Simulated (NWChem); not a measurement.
PbCl2, singlet; SMILES [Cl][Pb][Cl]

Results from NWChem. Low-valent species are run as closed-shell singlets; no triplet was tried in these runs. def2 effective core potentials on Pb; no spin-orbit coupling. Level Hartree-Fock/def2-SVP: optimisations from one semi-empirical or force-field start; each run changes one setting, and all end within 0.3 mHa of each other.

```json
[
 {"setting": "redundant internal coordinates, default thresholds", "optimisation steps": "4"},
 {"setting": "Cartesian coordinates", "optimisation steps": "3"},
 {"setting": "trust radius 0.05", "optimisation steps": "4"},
 {"setting": "no line search", "optimisation steps": "5"},
 {"setting": "symmetry off", "optimisation steps": "4"}
]
```
